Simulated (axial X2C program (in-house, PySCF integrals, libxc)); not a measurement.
**Spin–orbit effects down a group: molecules with I (ions), PBE0**

Computed with an in-house all-electron X2C program for linear molecules (integrals from PySCF), spin-free (one-electron X2C) or two-component (2c: spin–orbit coupling with atomic mean-field Coulomb and Gaunt terms, which also bring small scalar terms), in Dyall basis sets with cores contracted in-house; open shells are unrestricted.

Basis sets: I dyall-acv3z, I dyall-av3z, O dyall-av3z, Se dyall-acv3z, Te dyall-av3z.

| molecule | spin-free state | Re (Å) | ωe (cm⁻¹) | De (eV) | 2c state | Re 2c (Å) | ωe 2c (cm⁻¹) | De 2c (eV) |
| --- | --- | --- | --- | --- | --- | --- | --- | --- |
| IO⁻ | M_S = 0, Λ = 0 | 1.918 | 626.4 | 1.61 | Ω = 0 | 1.921 | 622.4 | 1.63 |
| SeI⁻ | M_S = 0, Λ = 0 | 2.547 | 233.4 | 1.61 | Ω = 0 | 2.552 | 230.0 | 1.57 |
| TeI⁻ | M_S = 0, Λ = 0 | 2.765 | 185.0 | 1.50 | Ω = 0 | 2.787 | 172.6 | 1.28 |

Q: Work out the shifts from the spin-free to the two-component result.

A: 

```tsv
molecule	2c state	ΔRe (Å)	Δωe (cm⁻¹)	ΔDe (eV)
IO⁻	Ω = 0	0.003	-4.0	0.02
SeI⁻	Ω = 0	0.005	-3.4	-0.04
TeI⁻	Ω = 0	0.022	-12.4	-0.22
```

Shifts of one unit in the last digit are rounding.

Fragments in 2c: I- + O, I- + Se, I- + Te. Each entry is the lowest single determinant of a limited PBE0 search at one distance. De goes to single-determinant-based atoms at the same level (for ions the charge split of lowest energy) and is withheld (n/a) where an atom does not fit its ground term or J level. Main or longest-lived isotopes. Some light 2c atoms are not at their ground J level, so De misses part of their lowering (0.04 eV or less). The functionals have no current term, which raises determinants with orbital currents.
